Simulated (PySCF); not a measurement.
**Broadened absorption spectrum of 4-bromochlorobenzene**

4-bromochlorobenzene, C₆H₄BrCl.
InChI=1S/C6H4BrCl/c7-5-1-3-6(8)4-2-5/h1-4H

Theory: PySCF, TDDFT CAM-B3LYP/def2-SVPD, vertical, gas phase, core orbitals frozen in the response. Geometry: PBE0-D3(BJ)/def2-SVP; no solvent, vibrations or thermal averaging. The CAM-B3LYP/def2-SVPD calculation is non-relativistic and has no spin–orbit coupling, an omission that weighs most on bromine.

Computed states:

```
state  E (eV)       f
   S1    5.09  0.0049
   S2    5.62   0.266
   S3    5.70  0.0002
   S4    6.62  0.0029
   S5    6.64   0.222
   S6    6.74   0.045
```

Broadening: Gaussians 0.5 eV wide at half height, area fixed by f = 4.319×10⁻⁹ ∫ε dν̃. The width is an assumption, not a result. The curve ends short of the highest state used, and states not computed would add to its high-energy end.

Question: Give the broadened spectrum and its maxima.

Answer: 
E (eV), ε (L mol⁻¹ cm⁻¹) and a bar:
```
     4.34          0 
     4.42          2 
     4.50          5 
     4.58         14 
     4.66         33 
     4.73         63 
     4.81        118 
     4.89        206 
     4.97        358 #
     5.04        607 #
     5.12       1176 ##
     5.20       2296 #####
     5.28       4218 #########
     5.36       6976 ###############
     5.43       9771 #####################
     5.51      12650 ###########################
     5.59      14250 ##############################
     5.67      13944 #############################
     5.75      11846 #########################
     5.82       9147 ###################
     5.90       5980 #############
     5.98       3463 #######
     6.06       1953 ####
     6.14       1504 ###
```

Maxima: 221 nm (5.62 eV), ε about 14000, made up of S2 (100%) (ε in L mol⁻¹ cm⁻¹; maxima over ε = 5, shares over 10%). At its high-energy end, 6.14 eV, the curve is still rising (ε about 1500, from S2 and S5).

Question: What would ε be at 5.62 eV, the highest of these maxima, with half the width (0.25 eV)?

Answer: About 28700 L mol⁻¹ cm⁻¹ against 14400, a factor of about 2.00; a lone state at its own centre would give exactly 2.

Question: On this curve, what absorbance would a 10⁻⁵ mol/L sample give at 266 nm over a 1 cm path?

Answer: 266 nm is 4.661 eV, where ε is about 34 L mol⁻¹ cm⁻¹, so A = ε c l ≈ 0.00034 (Beer–Lambert, with the gas-phase spectrum and the assumed width).

Question: Coming from long wavelengths, where does ε first pass 100 L mol⁻¹ cm⁻¹?

Answer: At about 259 nm (4.79 eV), 0.31 eV below S1.

The run took 63 s (grids of density and orbitals included) on one thread of an Arm Neoverse V1, shared host with 32 logical CPUs at a one-minute load of 10, and the process peaked at 1.1 GiB of memory.
